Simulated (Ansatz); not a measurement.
Ideal-gas functions of CH₃FMgS, SMILES `C[S][Mg][F]` at 298.15 K and 1 bar, from an Ansatz frequency run at PBE0-D4/def2-TZVP.

Molar mass 90.4 g/mol, point group Cs (symmetry number 1), electronic degeneracy 1, moments of inertia 33.854, 278.396, 309.049 u Å². Harmonic wavenumbers (cm⁻¹, unscaled): 79, 81, 137, 180, 374, 717, 769, 960, 974, 1349, 1475, 1479, 3063, 3149, 3151.

Use S(trans) = R[1.5 ln M + 2.5 ln T − 1.1517]; rotational temperatures θ = 24.2544 K / I; S(rot) = R[ln(√π/σ · √(T³/θAθBθC)) + 1.5]; for each mode x = 1.438777 ν̃/T, S = R[x/(eˣ − 1) − ln(1 − e⁻ˣ)] and H = RT x/(eˣ − 1); 1 cm⁻¹ = 0.0119627 kJ/mol; R = 8.31446 J/(mol·K).

By hand: the entropy, in J/(mol·K).

Translation 165.0. Rotation: θ = 0.7164, 0.0871, 0.0785 K, giving 110.4. Vibration, mode by mode: 16.38, 16.18, 11.90, 9.74, 4.45, 1.20, 0.98, 0.46, 0.43, 0.09, 0.05, 0.05, 0.00, 0.00, 0.00, in all 61.9. Electronic 0.0. Sum 337.3 J/(mol·K).

By hand: H − E and G − E in kJ/mol, counted from the electronic energy.

Zero-point energy ½ × 17937 × 0.0119627 = 107.3; thermal vibration 9.0; translation, rotation and pV give 4 RT = 9.9. H − E = 126.2 kJ/mol, and G − E = 126.2 − 298.15 × 337.3/1000 = 25.6 kJ/mol.

Vibration gives 18 % of the entropy, 44.5 J/(mol·K) of it from the modes under 150 cm⁻¹: soft modes count most, and the harmonic formula is weakest for them. The sum counts one conformer and one mirror image; others add a mixing term.
